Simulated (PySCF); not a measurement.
Electron correlation in Te⁺ (tellurium, charge +1)

[Kr] 4d10 5s2 5p3, high-spin 4S determinant. All numbers are calculated (PySCF 2.14, scalar relativity through the core potential, in def2-TZVPPD with the def2 core potential (28 electrons) (7s6p4d2f, 59 functions)). Frozen: nothing; 23 electrons correlated.

```json
{"level": "CCSD", "correlation energy (mhartree)": "-446.28"}
{"level": "(T)", "correlation energy (mhartree)": "-8.31"}
{"level": "CCSD(T)", "correlation energy (mhartree)": "-454.59"}
```

Diagnostics: T1 = 0.0049, D1 = 0.0163, largest double amplitude 0.035.

Cost of the coupled-cluster step: of the order of 30 core-seconds, for 23 correlated electrons.

The basis has no tight functions for the innermost shells, so their pair energies are far from complete.

This basis was not built for core-valence correlation, so the inner-shell part is incomplete.
